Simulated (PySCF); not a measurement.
Calculation: PBE-D3(BJ)/def2-TZVP // PBE0-D4/def2-SVP run with PySCF. Gas-phase values, no solvent. Excitations are Tamm–Dancoff values on a coarser integration grid. The basis has no diffuse functions, so Rydberg states are missing or too high.

Reference species (SMILES): `c1(cccc2c1cccc2Cl)[SiH3]` (neutral, multiplicity 1).

```
Item                   Value
-------------------  -------
HOMO–LUMO gap        3.17 eV
S1 excitation (TDA)  3.89 eV
```

Changed species: `[SiH3]c1cc(Cl)c2ccccc2c1`.

Q: Give the shifts of the HOMO–LUMO gap and S1 excitation (TDA).

A: the HOMO–LUMO gap increases by 0.06 eV, to 3.23 eV; the S1 excitation (TDA) increases by 0.09 eV, to 3.98 eV.
